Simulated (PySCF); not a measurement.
C3H5NOSi, SMILES C=C[SiH2]OC#N. Heavy atoms are numbered as in [CH2:1]=[CH:2][SiH2:3][O:4][C:5]#[N:6]. Hydrogens are named by the atom that carries them.

Geometry: PBE-D3(BJ)/def2-SVP. This is a generated structure with no PubChem entry under its InChIKey; it may be hypothetical. The values are those of a single conformer.

All values below come from PBE0/pcSseg-1 run with PySCF.

GIAO shieldings, no solvent; atoms alike by connectivity are averaged. δ = σ(ref) − σ: ¹³C against TMS (σ = 186.3 ppm); ²⁹Si against TMS (σ = 352.7 ppm); ¹⁷O against H2O (σ = 334.2 ppm); ¹⁵N against NH3 (σ = 267.4 ppm); ¹H against TMS (σ = 31.56 ppm), references at their B3LYP-D3(BJ)/def2-TZVP geometries, non-relativistic.

```tsv
atoms	nucleus	count	δ (ppm)
C1 (CH2)	¹³C	1	155.2
C2 (CH)	¹³C	1	___
C5	¹³C	1	119.3
Si3 (SiH2)	²⁹Si	1	-0.4
O4	¹⁷O	1	___
N6	¹⁵N	1	___
H on C1	¹H	2	7.19
H on C2	¹H	1	___
H on Si3	¹H	2	5.78
```

**Question.** Complete the blanks. (The exact figures need the calculation; the answer reports its results.)

**Answer.** 
- C2 (CH), δ (ppm): 135.6
- O4, δ (ppm): 46.6
- N6, δ (ppm): 193.5
- H on C2, δ (ppm): 6.45
